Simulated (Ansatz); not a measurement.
Several settings on one geometry of PtAu₂ (the lowest singlet isomer of a short search) (that of the charge 0 singlet, B3LYP-D4/def2-TZVP). Ansatz on 2 threads of Arm Neoverse V1 on a shared host; times are rough.

Cartesian coordinates in Å:
```
Pt -0.058 0.242 -1.410
Au -1.195 -0.858 0.629
Au 1.253 0.616 0.781
```

Totals from different functionals, basis sets or treatments of relativity can't be compared as stabilities.

In the def2 sets Au, Pt take a core potential; there is no spin–orbit coupling.

The spins typed aren't always the lowest for that charge.

(1) Give the basis size and estimate the energy, ⟨S²⟩ and time of these runs.

```tsv
run	method	charge	state	further keys
1	RKS B3LYP5/def2-TZVPD	0	singlet	–
2	UKS ωB97X-V/def2-TZVPD	0	singlet	forces asked
3	UKS revPBE0-D3(BJ)-ATM/def2-mTZVP	1	doublet	fitting: {mean_field: def2-universal-jkfit}; final_grid: {core_spheres: 8, valence_spheres: 7, degree: 23}; scf: {lower_state_search: full}
```

## Answers

(1) 
| run | functions | energy (Eh) | ⟨S²⟩ | wall time |
| --- | --- | --- | --- | --- |
| 1 | 129 | -390.7658 | – | 4 s |
| 2 | 129 | -390.7017 | 0.00 | 78 s |
| 3 | 108 | -390.6177 | 0.76 | 1.7 min |
